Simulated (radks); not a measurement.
Results of a calculation; reference values are marked as such.
Q: Pt+, configuration [Xe] 4f14 5d8.75 5f0.25 (fractional occupations, a model configuration). Code: a radial shooting solver on a logarithmic mesh with Libxc functionals. Model: Dirac Kohn-Sham, exchange-only LDA, spin-unpolarised, spherical densities, point nucleus; open shells fill j = l - 1/2 first. Some entries of the table are withheld. Estimate them.

| orbital | occ. | eigenvalue (hartree) | r(max) (bohr) |
|---|---|---|---|
| 1s1/2 | 2 | -2875.961 | 0.01062 |
| 2s1/2 | 2 | -505.1402 | 0.06146 |
| 2p1/2 | 2 | -484.2524 | 0.04533 |
| 2p3/2 | 4 | -420.7749 | 0.05260 |
| 3s1/2 | 2 | -118.8737 | 0.1730 |
| 3p1/2 | 2 | -109.4886 | 0.1615 |
| 3p3/2 | 4 | -95.53873 | 0.1763 |
| 3d3/2 | 4 | -79.87621 | 0.1374 |
| 3d5/2 | 6 | -76.86766 | 0.1414 |
| 4s1/2 | 2 | -25.77359 | 0.3904 |
| 4p1/2 | 2 | -21.79529 | 0.3888 |
| 4p3/2 | 4 | -18.46414 | 0.4197 |
| 4d3/2 | 4 | -11.94089 | 0.4131 |
| 4d5/2 | 6 | -11.32159 | 0.4226 |
| 5s1/2 | 2 | (1) | 0.8693 |
| 4f5/2 | 6 | (2) | 0.3821 |
| 4f7/2 | 8 | (3) | 0.3868 |
| 5p1/2 | 2 | (4) | 0.9208 |
| 5p3/2 | 4 | (5) | 1.002 |
| 5d3/2 | 4 | (6) | 1.238 |
| 5d5/2 | 4.75 | (7) | 1.281 |
| 5f5/2 | 0.25 | -0.05228 | 11.79 |
| 5f7/2 | 0 | -0.05228 | 11.79 |

A: 
(1) 5s1/2 eigenvalue (hartree): -4.07970
(2) 4f5/2 eigenvalue (hartree): -2.97981
(3) 4f7/2 eigenvalue (hartree): -2.85287
(4) 5p1/2 eigenvalue (hartree): -2.80703
(5) 5p3/2 eigenvalue (hartree): -2.25290
(6) 5d3/2 eigenvalue (hartree): -0.59405
(7) 5d5/2 eigenvalue (hartree): -0.54280
